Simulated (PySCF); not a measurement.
Atomic charges against the basis set

CH8B4S.
Bonds: B1–B2, B2–C3, C3–B4, B4–S5, S5–B6. Hydrogens: H7, H8 on B1; H9 on B2; H10, H11 on C3; H12 on B4; H13, H14 on B6.

PBE0 throughout (PySCF), one geometry, spherical d and f functions. One conformer (not necessarily the lowest) at the PBE0-D3(BJ)/def2-SVP geometry, without solvent, vibrations or thermal averaging. Atoms taken as equivalent share a column and are averaged. The first 7 of 11 kinds of atom are listed.

Mulliken charges (e):

| basis | functions | B1 | B2 | C3 | B4 | S5 | B6 | H7/H8 |
| --- | --- | --- | --- | --- | --- | --- | --- | --- |
| STO-3G | 42 | +0.063 | +0.131 | -0.343 | +0.103 | +0.083 | +0.007 | -0.035 |
| 6-31G | 74 | +0.009 | +0.210 | -0.731 | +0.113 | +0.027 | -0.030 | -0.011 |
| pcSseg-0 | 74 | -0.082 | +0.206 | -1.168 | +0.339 | -0.329 | -0.011 | +0.055 |
| 6-31G* | 104 | -0.059 | +0.147 | -0.636 | +0.106 | -0.042 | -0.044 | +0.016 |
| cc-pVDZ | 128 | -0.020 | -0.008 | -0.088 | -0.006 | -0.047 | +0.003 | +0.006 |
| def2-SVP | 128 | -0.003 | +0.001 | -0.143 | 0.000 | -0.086 | +0.030 | +0.005 |
| aug-cc-pVDZ | 214 | -1.394 | -0.491 | +0.667 | -0.354 | -0.327 | -1.282 | +0.646 |
| 6-311+G(2d,p) | 218 | -0.116 | +0.130 | -0.514 | +0.137 | -0.121 | +0.045 | +0.014 |
| def2-TZVP | 240 | -0.109 | -0.001 | -0.235 | +0.015 | -0.107 | -0.051 | +0.036 |
| cc-pVTZ | 296 | -0.123 | +0.025 | -0.241 | +0.019 | -0.029 | -0.089 | +0.042 |
| IGLO-III | 299 | +0.067 | +0.138 | -0.483 | +0.219 | -0.057 | +0.104 | -0.036 |

IAO charges (e):

| basis | functions | B1 | B2 | C3 | B4 | S5 | B6 | H7/H8 |
| --- | --- | --- | --- | --- | --- | --- | --- | --- |
| STO-3G | 42 | -0.021 | +0.062 | -0.495 | +0.021 | +0.154 | -0.104 | +0.015 |
| 6-31G | 74 | -0.074 | +0.057 | -0.523 | +0.032 | +0.083 | -0.135 | +0.040 |
| pcSseg-0 | 74 | -0.081 | +0.051 | -0.519 | +0.034 | +0.075 | -0.129 | +0.043 |
| 6-31G* | 104 | -0.060 | +0.064 | -0.517 | +0.045 | +0.086 | -0.115 | +0.032 |
| cc-pVDZ | 128 | -0.077 | +0.058 | -0.516 | +0.040 | +0.095 | -0.129 | +0.039 |
| def2-SVP | 128 | -0.068 | +0.060 | -0.511 | +0.042 | +0.098 | -0.121 | +0.035 |
| aug-cc-pVDZ | 214 | -0.077 | +0.059 | -0.524 | +0.043 | +0.091 | -0.127 | +0.040 |
| 6-311+G(2d,p) | 218 | -0.076 | +0.059 | -0.527 | +0.040 | +0.098 | -0.130 | +0.039 |
| def2-TZVP | 240 | -0.076 | +0.059 | -0.527 | +0.039 | +0.099 | -0.130 | +0.039 |
| cc-pVTZ | 296 | -0.077 | +0.059 | -0.528 | +0.041 | +0.095 | -0.128 | +0.039 |
| IGLO-III | 299 | -0.077 | +0.059 | -0.528 | +0.037 | +0.102 | -0.133 | +0.039 |

Question: Which scheme is steadiest as the basis changes?

Answer: Largest range over the bases for any column: IAO 0.08 e, Mulliken 1.83 e. IAO charges move least and Mulliken charges most, counted in e. Without the minimal STO-3G basis the ranges are IAO 0.03, Mulliken 1.83 e.

Question: How much do the charges still move between the two largest bases, cc-pVTZ and IGLO-III?

Answer: At most, over all atoms: Mulliken 0.242 e, IAO 0.008 e.

Question: What do the same runs give for the total energy, the frontier levels and the dipole moment?

Answer: 
```json
{"basis": "STO-3G", "energy (Eh)": "-534.0710", "HOMO (eV)": "-5.98", "LUMO (eV)": "0.79", "μ (D)": "0.95"}
{"basis": "6-31G", "energy (Eh)": "-540.0707", "HOMO (eV)": "-8.03", "LUMO (eV)": "-2.00", "μ (D)": "1.33"}
{"basis": "pcSseg-0", "energy (Eh)": "-539.3751", "HOMO (eV)": "-8.39", "LUMO (eV)": "-2.33", "μ (D)": "1.41"}
{"basis": "6-31G*", "energy (Eh)": "-540.1236", "HOMO (eV)": "-7.98", "LUMO (eV)": "-1.96", "μ (D)": "1.18"}
{"basis": "cc-pVDZ", "energy (Eh)": "-540.1537", "HOMO (eV)": "-8.06", "LUMO (eV)": "-2.10", "μ (D)": "1.10"}
{"basis": "def2-SVP", "energy (Eh)": "-539.9181", "HOMO (eV)": "-8.11", "LUMO (eV)": "-2.14", "μ (D)": "1.09"}
{"basis": "aug-cc-pVDZ", "energy (Eh)": "-540.1615", "HOMO (eV)": "-8.13", "LUMO (eV)": "-2.19", "μ (D)": "1.08"}
{"basis": "6-311+G(2d,p)", "energy (Eh)": "-540.1929", "HOMO (eV)": "-8.15", "LUMO (eV)": "-2.20", "μ (D)": "1.07"}
{"basis": "def2-TZVP", "energy (Eh)": "-540.2028", "HOMO (eV)": "-8.14", "LUMO (eV)": "-2.20", "μ (D)": "1.07"}
{"basis": "cc-pVTZ", "energy (Eh)": "-540.2063", "HOMO (eV)": "-8.14", "LUMO (eV)": "-2.18", "μ (D)": "1.08"}
{"basis": "IGLO-III", "energy (Eh)": "-540.2074", "HOMO (eV)": "-8.15", "LUMO (eV)": "-2.20", "μ (D)": "1.05"}
```

The dipole is fixed by the density alone, so its range of 0.46 D shows that the density itself changes with the basis, not only its division among atoms.
